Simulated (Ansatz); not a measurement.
Computed with Ansatz on PBE0-D4/def2-TZVP structures; ΔE is electronic, products minus reactants. CCSD(T)/CBS adds triple-zeta CCSD(T) − MP2 to the extrapolated MP2 energy (def2 sets, frozen cores). This one scheme is used for every species, atoms too. Functionals use def2-TZVPP. HSE06 is defined as in plane-wave codes. No spin–orbit coupling; open shells (•) take unrestricted orbitals. Spin–orbit coupling would lower the free atoms: a little for B, C, Cl.

`ClB1C=C1` → B• + 2 C• + Cl• + 2 H•  (atomization)

```csv
level,ΔE (kJ/mol)
PBE0,2584.3
HSE06,2587.1
LC-ωPBE,2562.5
CCSD/CBS(def2),2471.9
```

**Question.** What does CCSD(T)/CBS give? (Estimate.)

**Answer.** Computed: +2520.9 kJ/mol. The listed levels differ from it by 63.4, 66.2, 41.6, -49.0 kJ/mol.

Largest T1 diagnostic among the species: 0.014.

At CCSD(T), def2-SVP lies −85.1 kJ/mol from the extrapolated value and def2-TZVPP −62.3 kJ/mol: correlation converges slowly with the basis, and small sets miss more of it in the bonded molecule than in its fragments. From PBE to PBE0 (25 % exact exchange), in def2-TZVPP and without D4, ΔE moves by −47.3 kJ/mol: exact exchange takes away binding that semilocal exchange gives to molecules.

For atomizations the MP2-based limit and the directly extrapolated one differ by several kJ/mol either way, and by 10 to 25 for some Ge, Se and Sn compounds, so smaller differences from it don't rank the levels.
